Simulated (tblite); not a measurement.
Run record: tight-binding relaxation, `F[Si@@H](P)/C=C/[SiH3]`.

Computed with GFN2-xTB geometry optimisation, gas phase (tblite 0.8.0). Start geometry: from a force field or distance geometry. The input is one job of a driver script: a line of settings, then coordinates in Å.

Command:
```bash
OMP_NUM_THREADS=1 python probes_run.py task.json out
```

Input:
```
{"job": {"kind": "relax", "xc": "GFN2-xTB", "basis": "xTB"}, "charge": 0, "multiplicity": 1}
F      2.094300    -0.844200    -2.307500
Si     1.636700    -0.653600    -0.715300
P      2.836100     0.997200     0.138200
C     -0.121200    -0.152900    -0.622800
C     -0.850500    -0.479000     0.453100
Si    -2.621500     0.078200     0.423000
H      1.869900    -1.925800    -0.032400
H      2.180100     2.274600     0.025600
H      3.278500     0.704800     1.488900
H     -0.598600     0.404700    -1.431000
H     -0.437600    -1.042500     1.295400
H     -3.433500    -0.998900     1.013300
H     -3.118100     0.310100    -0.914800
H     -2.715300     1.326600     1.164100
```

Output:
```
step      E/eV     max force
  0    -518.29402    1.915
  1    -518.46057    1.737
  2    -518.78543    2.797
  3    -518.99106    1.862
  4    -519.12921    0.612
  5    -519.15295    0.367
  6    -519.16710    0.315
  7    -519.18255    0.323
  8    -519.19513    0.340
  9    -519.20506    0.214
... (87 lines left out)
 97    -519.25768    0.015
 98    -519.25773    0.013
 99    -519.25775    0.012
100    -519.25776    0.012
101    -519.25778    0.011
102    -519.25781    0.015
103    -519.25786    0.022
104    -519.25793    0.022
105    -519.25798    0.013
106    -519.25800    0.006
```

«max force» is the largest atomic force in eV/Å.

**Question.** From which step on does the largest force stay under 0.1 eV/Å, and how much energy is left to gain from there?

**Answer.** From step 18 (0.099 eV/Å), 21.4 meV above the end.

Summary of the converged run: energy lowered by 22.2 kcal/mol over 106 steps; largest atomic force 0.006 eV/Å at the end.

**Question.** How long does this job take on one thread of an Arm Neoverse N1 (shared host)?

**Answer.** About 1.1 s.
Labels such as C1 count atoms from 1, the log's own numbers from 0.
